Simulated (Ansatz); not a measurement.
Spectroscopic constants of AsO, multiplicity 2 (the spin of the measured ground state). No spin–orbit coupling. As is treated without relativity.

The constants come from a fifth-degree fit in 1/R (seven points, main isotopes). Runs in def2 and cc sets follow the lowest solution found near the PBE0 minimum.

Correlated levels freeze the inner cores; with def2 sets outer-core shells near the valence are correlated too. CBS(a, b) extrapolates the correlation energy as X⁻³ and adds the Hartree–Fock energy of set b.

The values were computed with Ansatz (Gaussian basis) for Hartree–Fock, density functionals and correlated methods. 

Quantity: ω_e, from seven points a level.

Costs are ratios of core time to PBE/def2-TZVPP (roughly 6 s), for whole runs (searches for the state included, and forces where a run took them) on one shared machine, so rough; each error counts from the measured 967.08 cm⁻¹ [NIST CCCBDB].

```json
[
 {"level": "SVWN5/def2-TZVPP", "basis functions": "79", "cost": "×0.8", "error (cm⁻¹)": "24"},
 {"level": "PBE/def2-TZVPP", "basis functions": "79", "cost": "×1", "error (cm⁻¹)": "-11"},
 {"level": "B3LYP/def2-TZVPP", "basis functions": "79", "cost": "×2", "error (cm⁻¹)": "35"},
 {"level": "r2SCAN/def2-TZVPP", "basis functions": "79", "cost": "×2", "error (cm⁻¹)": "38"},
 {"level": "CAM-B3LYP/def2-TZVPP", "basis functions": "79", "cost": "×2", "error (cm⁻¹)": "82"},
 {"level": "BHLYP/def2-TZVPP", "basis functions": "79", "cost": "×2", "error (cm⁻¹)": "117"},
 {"level": "B97M-V/def2-TZVPP", "basis functions": "79", "cost": "×3", "error (cm⁻¹)": "50"},
 {"level": "wB97X-V/def2-TZVPP", "basis functions": "79", "cost": "×5", "error (cm⁻¹)": "96"},
 {"level": "wB97M-V/def2-TZVPP", "basis functions": "79", "cost": "×6", "error (cm⁻¹)": "86"},
 {"level": "CCSD(T)/def2-TZVPP", "basis functions": "79", "cost": "×20", "error (cm⁻¹)": "-1"},
 {"level": "CCSD(T)/def2-QZVPP", "basis functions": "146", "cost": "×100", "error (cm⁻¹)": "11"},
 {"level": "CCSD(T)/CBS(def2-TZVPP, def2-QZVPP)", "basis functions": "-", "cost": "×100", "error (cm⁻¹)": "20"}
]
```

The cheapest listed level whose error stays within 10 cm⁻¹: CCSD(T)/def2-TZVPP (-1 cm⁻¹, cost ×20).

With a budget of 30 times the cost of PBE/def2-TZVPP, the closest level: CCSD(T)/def2-TZVPP, at -1 cm⁻¹; next is PBE/def2-TZVPP at -11 cm⁻¹.

With a budget of 10 times the cost of PBE/def2-TZVPP, the closest level: PBE/def2-TZVPP, at -11 cm⁻¹; next is SVWN5/def2-TZVPP at 24 cm⁻¹.

What the step from CCSD(T)/def2-TZVPP to CCSD(T)/def2-QZVPP costs and buys: 79 to 146 functions, cost ×6 (rough); the error goes from -1 to 11 cm⁻¹.

Ansatz is a first-principles code.
